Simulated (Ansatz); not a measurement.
**Loss of SiH4: C2H10OSi2 → C2H6OSi + SiH4**

Species: C2H10OSi2 `O[SiH2]CC[SiH3]`, singlet; C2H6OSi `C=C[SiH2]O`, singlet; SiH4 (silane) `[SiH4]`, singlet. 

Shapes, held fixed at every level: PBE0-D4/def2-TZVP. Flexible molecules stand in one conformer, not always the lowest. Programs: Ansatz 0.2.0. The zero-point and thermal change to 298 K, harmonic and unscaled (PBE0-D4/def2-TZVP), is -14.6 kJ/mol.

Question: Estimate ΔH(298 K) of this reaction.

Answer: The highest level, CCSD(T)/CBS estimate, gives ΔH(298 K) = +111.7 kJ/mol; the levels span +105.7 to +130.9. The column of differences is taken from that level and isn't an error. No measured value is set beside it here. The CBS estimate extrapolates MP2 from def2-TZVPP and def2-QZVPP and adds CCSD(T) − MP2 in the triple-zeta set, cores frozen.

```tsv
level	kind	ΔH(298 K) (kJ/mol)	less CCSD(T)/CBS estimate
PBE-D4/def2-TZVPP	GGA	+122.1	+10.4
B3LYP-D4/def2-TZVPP	global hybrid	+105.7	-6.0
BHLYP-D4/def2-TZVPP	global hybrid	+113.9	+2.2
PBE0-D4/def2-TZVPP	global hybrid	+130.9	+19.2
wB97X-V/def2-TZVPP	range-separated hybrid	+122.5	+10.8
MP2/def2-TZVPP	perturbation theory	+120.0	+8.3
CCSD(T)/def2-TZVPP	coupled cluster or CI	+108.2	-3.5
CCSD(T)/CBS estimate	coupled cluster or CI	+111.7	0.0
```
